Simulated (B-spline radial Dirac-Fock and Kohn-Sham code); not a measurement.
ΔSCF core binding energies without Breit or QED terms, calculated with an atomic code on a B-spline grid.

A sound run for neutral selenium, configuration [Ar] 3d10 4s2 4p4: The ground state converged in 10 iterations, with total energy -2428.58851 Ha, virial ratio 1.97618 and highest orbital energy -10.52 eV. ΔSCF binding energies: K (1s) 12692.0 eV, M5 (3d5/2) 62.03 eV. Holes are computed only in closed shells, and unreliable hole states are left out.

A second run, with one unsound setting: The ground state converged in 9 iterations, with total energy -2428.38009 Ha, virial ratio 1.97618 and highest orbital energy -10.52 eV. ΔSCF binding energies: K (1s) 12691.6 eV, M5 (3d5/2) 62.16 eV. Holes are computed only in closed shells, and unreliable hole states are left out.

```
iter   energy (Ha)        error
   1    -2427.86089145  1.22e+00
   2    -2428.27810269  9.92e-02
   3    -2428.37703275  2.46e-02
   4    -2428.37974723  9.61e-03
   5    -2428.38005168  1.52e-03
   6    -2428.38008049  7.33e-04
   7    -2428.38008662  1.40e-04
   8    -2428.38008693  1.59e-05
   9    -2428.38008693  7.11e-07
```

Q: Which fault fits the second run best?
A. speed of light below Z
B. tolerance below the noise
C. overfilled shell
D. spline order too low

A: D. The input had order = 3: order is too low for an accurate radial basis.
